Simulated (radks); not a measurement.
Values are calculated unless marked as measured or tabulated.
Neutral zinc inside a hard spherical wall (all orbitals vanish at R), configuration held at [Ar] 3d10 4s2 and not refilled when levels cross. Code: a radial shooting solver on a logarithmic mesh with Libxc functionals. Model: non-relativistic Kohn-Sham, LDA (Slater exchange, VWN5 correlation), spin-polarised, spherical densities, point nucleus. Eigenvalues in eV for spin up, with the zero of energy where the potential of the charges vanishes at infinity; a dash marks a level that is unbound or too diffuse for the functional's potential to be trusted. A positive occupied level is held by the wall or, in an anion where self-interaction has pushed it up, behind a barrier. The pressure on the wall is -dE/dV.

| R (bohr) | E (hartree) | kinetic (hartree) | e(3s) | e(3p) | e(3d) | e(4s) | e(4p, empty) | e(5s, empty) | pressure (GPa) |
|---|---|---|---|---|---|---|---|---|---|
| free | -1776.57385 | 1774.694 | -124.44 | -82.243 | -10.856 | -6.061 | -1.274 | -0.017 | 0 |
| 20 | -1776.57385 | 1774.694 | -124.44 | -82.243 | -10.856 | -6.061 | -1.274 | 0.107 | < 0.0001 |
| 15 | -1776.57385 | 1774.694 | -124.44 | -82.243 | -10.856 | -6.061 | -1.271 | 0.328 | < 0.0001 |
| 10 | -1776.57374 | 1774.695 | -124.43 | -82.231 | -10.844 | -6.051 | -1.191 | 1.504 | 0.00328 |
| 7 | -1776.56880 | 1774.732 | -124.17 | -81.971 | -10.589 | -5.811 | -0.548 | 5.547 | 0.304 |
| 6 | -1776.55614 | 1774.807 | -123.75 | -81.549 | -10.177 | -5.379 | 0.289 | 9.492 | 1.44 |
| 5 | -1776.51132 | 1775.026 | -122.74 | -80.548 | -9.205 | -4.219 | 2.210 | 17.435 | 7.48 |
| 4 | -1776.34105 | 1775.724 | -120.28 | -78.100 | -6.842 | -0.875 | 7.053 | 35.360 | 46.6 |
| 3.5 | -1776.10268 | 1776.611 | -117.76 | -75.606 | -4.423 | 3.025 | 12.244 | 53.149 | 131 |
| 3 | -1775.56435 | 1778.500 | -113.36 | -71.265 | -0.137 | 10.713 | 21.901 | 84.132 | 420 |
| 2 | -1770.20870 | 1795.992 | -88.450 | -46.497 | 26.276 | 70.156 | 89.098 | 269.66 | 8120 |
